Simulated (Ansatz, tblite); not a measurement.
Forces on [GeBr3]- (GeBr₃⁻) at its PBE0-D4/def2-SVPD geometry. Total charge -1; singlet.

The xTB rows come from tblite.

GFN1-xTB (tblite), largest force 1.43 eV/Å:

```xyz
4
positions Å, forces eV/Å
Ge   -0.782    0.295   -0.340    1.243   -0.469    0.541
Br    0.955   -0.571   -1.890   -0.666    0.327    0.546
Br   -0.808   -1.593    1.274   -0.026    0.700   -0.602
Br    0.635    1.869    0.957   -0.551   -0.558   -0.485
```

GFN2-xTB (tblite), largest force 0.20 eV/Å:

```
Ge -0.131 0.048 -0.056
Br 0.106 -0.059 -0.161
Br -0.052 -0.149 0.122
Br 0.077 0.160 0.095
```

LDA (SPW92)/def2-TZVPD (Ansatz), largest force 0.41 eV/Å:

```
Ge 0.356 -0.135 0.156
Br -0.197 0.097 0.173
Br 0.001 0.214 -0.183
Br -0.161 -0.176 -0.146
```
